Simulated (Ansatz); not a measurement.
Molecule: sum formula Si₂NHCl₆, net charge 0, singlet state. 
Geometry from a B3LYP-D3(BJ)/def2-TZVP (Ansatz, a program for electronic structure) optimisation:
```
N
H 1 1.0125
Si 1 1.7072 2 114.65
Si 1 1.7072 2 114.65 3 -180.00
Cl 4 2.0354 1 109.70 2 142.88
Cl 3 2.0354 1 109.70 2 142.88
Cl 3 2.0391 1 112.43 2 -96.80
Cl 4 2.0391 1 112.43 2 -96.80
Cl 3 2.0410 1 107.52 2 22.41
Cl 4 2.0410 1 107.52 2 22.41
```
Charge 0, spin multiplicity 1.

Total electronic energies in hartree. Cores are frozen in the correlated levels unless marked. Spin-orbit coupling is left out. Non-relativistic. CBS marks a two-point X^-3 extrapolation of the correlation energy; Hartree-Fock from the larger set. [CCSD(T)-MP2]/basis is that difference in the basis named.

| level | program | energy (Eh) |
|---|---|---|
| BLYP/def2-TZVPD | Ansatz | [?] |
| r2SCAN-D4/def2-TZVPD | Ansatz + dftd4 | -3395.82717 |
| r2SCANh-D4/def2-TZVPD | Ansatz + dftd4 | -3395.81375 |
| CAM-B3LYP-D3(BJ)/def2-TZVPD | Ansatz + dftd3 | [?] |
| LC-wPBE-D4/def2-TZVPD | Ansatz + dftd4 | -3395.12566 |
| wB97X-V/def2-TZVPD | Ansatz | -3395.56073 |
| CCSD/aug-cc-pV(T+d)Z | Ansatz | -3392.17405 |
| CCSD(T)/6-31G | Ansatz | -3390.30382 |
| RI-MP2/CBS(aug-cc-pV(T+d)Z,aug-cc-pV(Q+d)Z)+[CCSD(T)-MP2]/aug-cc-pV(T+d)Z | Ansatz | -3392.5123 |

Problem. What belongs in the gaps?

Solution. 
- BLYP/def2-TZVPD, energy (Eh): -3396.01678
- CAM-B3LYP-D3(BJ)/def2-TZVPD, energy (Eh): -3396.16375
